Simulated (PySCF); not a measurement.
PySCF input for tetramethyldisiloxane cation (C₄H₁₄OSi₂), SMILES O([SiH](C)C)[SiH](C)C (connectivity only; charge and spin as stated), charge +1, multiplicity 2, B3LYP-D3(BJ)/def2-SVP. The structure is a stationary point at B3LYP-D3(BJ)/def2-SVP. The multiplicity is an assumed one; other spin states were not compared. One conformer was computed; it need not be the lowest.

```python
import numpy as np
from pyscf import gto, scf, dft, df
from pyscf.hessian import thermo

mol = gto.M(
    atom='''
    C     1.32147438    2.46117970   -0.81305465
    Si    0.15728072    1.62280407    0.37773125
    C    -1.64587199    2.27234608    0.12929745
    O     0.00000000   -0.00000000   -0.04013400
    Si   -0.15728072   -1.62280407    0.37773126
    C     1.64587198   -2.27234607    0.12929745
    C    -1.32147438   -2.46117970   -0.81305465
    H     0.99731633    2.32222812   -1.85501272
    H     2.33433494    2.04495837   -0.68853882
    H     1.35211952    3.53907080   -0.58522534
    H     0.51985050    1.71380343    1.81391410
    H    -2.31480082    1.73830420    0.81768075
    H    -1.57084186    3.34124325    0.39181895
    H    -1.93970845    2.13488863   -0.91979530
    H    -0.51985050   -1.71380343    1.81391410
    H     1.93970845   -2.13488864   -0.91979530
    H     1.57084186   -3.34124325    0.39181896
    H     2.31480083   -1.73830419    0.81768075
    H    -2.33433495   -2.04495837   -0.68853882
    H    -0.99731633   -2.32222812   -1.85501272
    H    -1.35211952   -3.53907080   -0.58522534
    ''',
    basis='def2-SVP',
    charge=1,
    spin=1,
    max_memory=1600,
    verbose=3,
)
mf = dft.UKS(mol, xc='b3lyp').density_fit(auxbasis='def2-universal-jkfit')
mf.disp = 'd3bj'
mf.grids.level = 3
mf.conv_tol = 1e-11
mf.max_cycle = 100
mf.kernel()
fine, coarse = mf.grids, dft.Grids(mol).set(level=1).build(with_non0tab=True)
for _ in range(3):  # follow internal instabilities
    mf.grids = coarse
    mo, _, stable, _ = mf.stability(return_status=True, nroots=4)
    mf.grids = fine
    if stable:
        break
    mf.kernel(mf.make_rdm1(mo, mf.mo_occ))

# [left out here: the lines that compute and print the analytic Hessian (its translational invariance restored by hand, since the grid's response is missing), thermochemistry and intensities]
```

Program output:

```

WARN: HOMO -0.336215883812678 >= LUMO -0.336215883812678

converged SCF energy = -814.576730827976  <S^2> = 0.75551095  2S+1 = 2.0055034
<class 'pyscf.df.df_jk.DFUKS'> wavefunction is stable in the internal stability analysis

WARN: DFTD3 does not support analytical Hessian, using finite difference


WARN: Mole.unit (angstrom) is changed to Bohr

Mode                                 0                   1                   2
Irrep
Freq [cm^-1]                       26.7738             31.0880             58.4541
Reduced mass [au]                   2.8327              3.2701              3.1519
Force const [Dyne/A]                0.0012              0.0019              0.0063
Char temp [K]                      38.5215             44.7287             84.1024
Normal mode                   x     y     z       x     y     z       x     y     z
       0   C                -0.05  0.00 -0.09    0.04 -0.09  0.00   -0.02 -0.07 -0.07
       1  Si                 0.03 -0.00 -0.02   -0.02 -0.00  0.01   -0.01  0.03  0.02
       2   C                 0.01 -0.01  0.12    0.04  0.11  0.02   -0.01  0.01 -0.04
       3   O                -0.00 -0.00 -0.00   -0.09 -0.01 -0.00   -0.00 -0.00  0.15
       4  Si                -0.03  0.00 -0.02   -0.02 -0.00 -0.01    0.01 -0.03  0.02
       5   C                -0.01  0.01  0.12    0.04  0.11 -0.03    0.01 -0.01 -0.04
       6   C                 0.05 -0.00 -0.09    0.04 -0.09 -0.00    0.02  0.07 -0.07
       7   H                -0.12  0.01 -0.07    0.02 -0.07  0.00   -0.02 -0.18 -0.05
       8   H                -0.04  0.00 -0.17    0.01 -0.17 -0.01   -0.02 -0.06 -0.03
       9   H                -0.03  0.00 -0.09    0.13 -0.10  0.01   -0.02 -0.05 -0.17
      10   H                 0.13 -0.00 -0.04    0.03 -0.05 -0.00   -0.00  0.16  0.01
      11   H                 0.06 -0.01  0.17   -0.00  0.15  0.02   -0.01  0.07  0.01
      12   H                 0.03 -0.01  0.12    0.09  0.10  0.03   -0.01  0.03 -0.14
[...]
       7   H                -0.02 -0.01 -0.05    0.01  0.01  0.03   -0.11 -0.05 -0.33
       8   H                 0.06 -0.03  0.01   -0.04  0.02 -0.01    0.39 -0.17  0.05
       9   H                 0.00  0.06  0.01   -0.00 -0.04 -0.01    0.01  0.41  0.09
      10   H                 0.00 -0.00 -0.00   -0.00  0.00  0.00    0.00 -0.00 -0.00
      11   H                 0.25  0.21 -0.27   -0.13 -0.11  0.14   -0.02 -0.02  0.03
      12   H                -0.05 -0.62 -0.15    0.03  0.32  0.08    0.00  0.06  0.01
      13   H                 0.10  0.06  0.39   -0.05 -0.03 -0.20   -0.01 -0.01 -0.04
      14   H                 0.00 -0.00  0.00    0.00 -0.00  0.00    0.00 -0.00  0.00
      15   H                 0.05  0.03 -0.21    0.10  0.06 -0.39   -0.01 -0.01  0.04
      16   H                -0.03 -0.32  0.08   -0.05 -0.61  0.15    0.00  0.06 -0.01
      17   H                 0.13  0.11  0.14    0.25  0.21  0.27   -0.02 -0.02 -0.03
      18   H                 0.03 -0.01 -0.00    0.07 -0.03 -0.01    0.39 -0.17 -0.05
      19   H                -0.01 -0.00  0.02   -0.02 -0.01  0.06   -0.11 -0.05  0.32
      20   H                 0.00  0.03 -0.01    0.00  0.07 -0.02    0.01  0.40 -0.09
Mode                                48                  49                  50
Irrep
Freq [cm^-1]                     3033.8903           3131.2019           3131.3420
Reduced mass [au]                   1.0335              1.1030              1.1031
Force const [Dyne/A]                5.6049              6.3719              6.3728
Char temp [K]                    4365.0927           4505.1024           4505.3040
Normal mode                   x     y     z       x     y     z       x     y     z
       0   C                -0.02 -0.02  0.02    0.03 -0.05 -0.00    0.03 -0.05 -0.00
       1  Si                 0.00  0.00 -0.00    0.00 -0.00 -0.00    0.00 -0.00  0.00
       2   C                 0.00 -0.00 -0.00   -0.00 -0.00  0.00   -0.00 -0.00  0.00
       3   O                -0.00 -0.00 -0.00    0.00  0.00  0.00    0.00  0.00 -0.00
       4  Si                -0.00 -0.00 -0.00   -0.00  0.00 -0.00    0.00 -0.00 -0.00
       5   C                -0.00  0.00 -0.00    0.00  0.00  0.00   -0.00 -0.00 -0.00
       6   C                 0.02  0.02  0.02   -0.03  0.05 -0.00    0.03 -0.05  0.00
       7   H                -0.11 -0.05 -0.32    0.00 -0.01 -0.02   -0.00 -0.01 -0.02
       8   H                 0.38 -0.16  0.05   -0.44  0.17 -0.05   -0.44  0.17 -0.05
       9   H                 0.01  0.40  0.09    0.02  0.47  0.10    0.02  0.46  0.10
      10   H                -0.00 -0.00 -0.00   -0.00  0.00 -0.00   -0.00  0.00 -0.00
      11   H                -0.03 -0.03  0.03    0.01  0.01 -0.01    0.01  0.01 -0.01
      12   H                 0.01  0.07  0.02   -0.00  0.01  0.00    0.00  0.01  0.00
      13   H                -0.01 -0.01 -0.05    0.00  0.00  0.00    0.00  0.00  0.01
      14   H                 0.00  0.00 -0.00    0.00 -0.00 -0.00   -0.00  0.00  0.00
      15   H                 0.01  0.01 -0.05   -0.00 -0.00  0.00    0.00  0.00 -0.01
      16   H                -0.01 -0.07  0.02    0.00 -0.01  0.00    0.00  0.01 -0.00
      17   H                 0.03  0.03  0.03   -0.01 -0.01 -0.01    0.01  0.01  0.01
      18   H                -0.39  0.17  0.05    0.44 -0.17 -0.05   -0.44  0.17  0.05
      19   H                 0.11  0.05 -0.33   -0.00  0.01 -0.02   -0.00 -0.01  0.02
      20   H                -0.01 -0.41  0.09   -0.02 -0.46  0.10    0.02  0.46 -0.10
Mode                                51                  52                  53
Irrep
Freq [cm^-1]                     3150.1360           3150.1772           3153.8408
Reduced mass [au]                   1.1040              1.1041              1.1031
Force const [Dyne/A]                6.4547              6.4553              6.4649
Char temp [K]                    4532.3444           4532.4036           4537.6747
Normal mode                   x     y     z       x     y     z       x     y     z
       0   C                 0.03  0.02  0.05   -0.03 -0.02 -0.05    0.01  0.00  0.01
       1  Si                 0.00 -0.00  0.00   -0.00  0.00 -0.00    0.00  0.00  0.00
       2   C                -0.01 -0.02 -0.00    0.00  0.01  0.00    0.03  0.05  0.01
       3   O                 0.00 -0.00  0.00    0.00 -0.00 -0.00    0.00 -0.00 -0.00
       4  Si                -0.00  0.00  0.00   -0.00  0.00  0.00   -0.00 -0.00  0.00
       5   C                 0.01  0.02 -0.00    0.00  0.01 -0.00   -0.03 -0.05  0.01
       6   C                -0.03 -0.02  0.05   -0.03 -0.02  0.05   -0.01 -0.00  0.01
       7   H                -0.16 -0.07 -0.53    0.17  0.07  0.54   -0.05 -0.02 -0.16
       8   H                -0.20  0.08 -0.02    0.20 -0.09  0.02   -0.07  0.03 -0.01
       9   H                -0.00 -0.23 -0.04    0.00  0.25  0.04   -0.00 -0.06 -0.01
      10   H                 0.00  0.00 -0.00   -0.00 -0.00  0.00   -0.00 -0.00 -0.00
      11   H                 0.07  0.05 -0.07   -0.04 -0.03  0.04   -0.23 -0.18  0.23
      12   H                 0.01  0.12  0.03   -0.00 -0.07 -0.02   -0.02 -0.41 -0.10
      13   H                 0.02  0.01  0.09   -0.01 -0.01 -0.05   -0.08 -0.03 -0.29
      14   H                -0.00 -0.00 -0.00   -0.00 -0.00 -0.00    0.00  0.00 -0.00
      15   H                -0.02 -0.01  0.09   -0.01 -0.01  0.05    0.08  0.03 -0.29
      16   H                -0.01 -0.12  0.03   -0.00 -0.07  0.02    0.02  0.42 -0.10
      17   H                -0.07 -0.05 -0.07   -0.04 -0.03 -0.04    0.23  0.18  0.24
      18   H                 0.20 -0.09 -0.02    0.20 -0.09 -0.02    0.07 -0.03 -0.01
      19   H                 0.16  0.07 -0.53    0.17  0.07 -0.54    0.05  0.02 -0.16
      20   H                 0.00  0.24 -0.04    0.00  0.24 -0.04    0.00  0.06 -0.01
Mode                                54                  55                  56
Irrep
Freq [cm^-1]                     3153.9698           3188.1327           3188.2125
Reduced mass [au]                   1.1033              1.1093              1.1093
Force const [Dyne/A]                6.4662              6.6429              6.6437
Char temp [K]                    4537.8604           4587.0132           4587.1279
Normal mode                   x     y     z       x     y     z       x     y     z
       0   C                 0.01  0.00  0.01    0.00 -0.00  0.00   -0.00  0.00 -0.00
       1  Si                 0.00  0.00  0.00    0.00  0.00 -0.00   -0.00 -0.00  0.00
       2   C                 0.03  0.05  0.01    0.01  0.01 -0.06   -0.01 -0.01  0.06
       3   O                -0.00  0.00 -0.00   -0.00 -0.00 -0.00    0.00  0.00 -0.00
       4  Si                 0.00  0.00 -0.00    0.00  0.00  0.00    0.00  0.00  0.00
       5   C                 0.03  0.05 -0.01    0.01  0.01  0.06    0.01  0.01  0.06
       6   C                 0.01  0.00 -0.01    0.00 -0.00 -0.00    0.00 -0.00 -0.00
       7   H                -0.03 -0.01 -0.09   -0.00 -0.00 -0.00   -0.00 -0.00 -0.00
       8   H                -0.05  0.02 -0.01   -0.00  0.00 -0.00    0.00 -0.00  0.00
       9   H                -0.00 -0.03 -0.00    0.00  0.00  0.00   -0.00 -0.00 -0.00
      10   H                -0.00 -0.00 -0.00    0.00 -0.00  0.00   -0.00  0.00 -0.00
      11   H                -0.23 -0.18  0.24   -0.27 -0.21  0.27    0.27  0.22 -0.28
      12   H                -0.02 -0.43 -0.10    0.00  0.03  0.00   -0.00 -0.03 -0.00
      13   H                -0.08 -0.03 -0.30    0.14  0.06  0.47   -0.14 -0.07 -0.48
      14   H                -0.00 -0.00  0.00    0.00 -0.00 -0.00    0.00 -0.00 -0.00
      15   H                -0.08 -0.03  0.30    0.14  0.06 -0.48    0.14  0.06 -0.47
      16   H                -0.02 -0.43  0.10    0.00  0.03 -0.00    0.00  0.03 -0.00
      17   H                -0.23 -0.18 -0.24   -0.27 -0.22 -0.28   -0.27 -0.21 -0.27
      18   H                -0.05  0.02  0.01   -0.00  0.00  0.00   -0.00  0.00  0.00
      19   H                -0.03 -0.01  0.09   -0.00 -0.00  0.00    0.00  0.00 -0.00
      20   H                -0.00 -0.03  0.00    0.00  0.00 -0.00    0.00  0.00 -0.00
temperature 298.1500 [K]
pressure 101325.00 [Pa]
Rotational constants [GHz] 2.63411 0.92120 0.77189
Symmetry number 2
Zero-point energy (ZPE) 0.16527 [Eh]   433919.224 [J/mol]
                           tot       elec      trans        rot        vib
Entropy [J/mol/K]       486.300      5.763    169.860    117.790    192.886
Cv [J/mol/K]            197.846      0.000     12.472     12.472    172.902
Cp [J/mol/K]            206.160      0.000     20.786     12.472    172.902
Internal energy [J/mol]                      3718.434   3718.434 462235.345
Internal energy [Eh]   -814.39784  -814.57673
Enthalpy [J/mol]                             6197.391   3718.434 462235.345
Enthalpy [Eh]          -814.39690
Gibbs free energy [J/mol]                  -44446.479 -31400.694 404726.308
Gibbs free energy [Eh] -814.45212
mode   freq/cm-1   IR/(km/mol)
   1       26.77         0.425
   2       31.09        24.445
   3       58.45         1.869
   4      138.31         1.975
   5      138.42         0.107
   6      142.54         0.016
   7      158.79       103.481
   8      168.05        97.120
   9      169.14         0.010
  10      180.72         0.580
  11      237.42         0.388
  12      249.19         6.917
  13      317.02       315.714
  14      372.19      1218.210
  15      487.92         7.341
  16      570.72         0.381
  17      607.72        15.410
  18      620.97         0.067
  19      640.12       101.950
  20      664.71         1.168
  21      685.95         4.740
  22      697.94         0.000
  23      699.63        26.318
  24      738.53        41.629
  25      743.63        45.362
  26      763.19        15.119
  27      782.63         2.832
  28      803.65         8.979
  29      884.22       286.980
  30      902.14         1.459
  31      957.76       211.208
  32     1151.78       794.824
  33     1177.40        10.064
  34     1222.96       123.812
  35     1247.01         1.650
  36     1376.38         8.881
  37     1376.86        25.571
  38     1402.41         7.139
  39     1405.65         9.841
  40     1409.41        12.547
  41     1412.96         9.317
  42     1420.04        28.006
  43     1420.10         0.009
  44     2252.17        35.974
  45     2257.02        71.542
  46     3029.63        16.950
  47     3029.67         1.735
  48     3033.70        10.737
  49     3033.89         1.120
  50     3131.20         0.007
  51     3131.34         2.582
  52     3150.14         0.054
  53     3150.18         9.671
  54     3153.84         1.514
  55     3153.97        36.516
  56     3188.13         2.462
  57     3188.21         2.168
max |gradient| / (hartree/bohr): 2.4943526660927415e-05
APT charges: [ 0.027   0.2026  0.3225  0.1759  0.2026  0.3224  0.027   0.0443 -0.0534
  0.0481 -0.0931 -0.0687  0.017  -0.034  -0.0931 -0.034   0.017  -0.0687
 -0.0534  0.0443  0.0481]
```

The calculation finished and met its thresholds.

Cost: about 40 core-minutes (a rough figure).
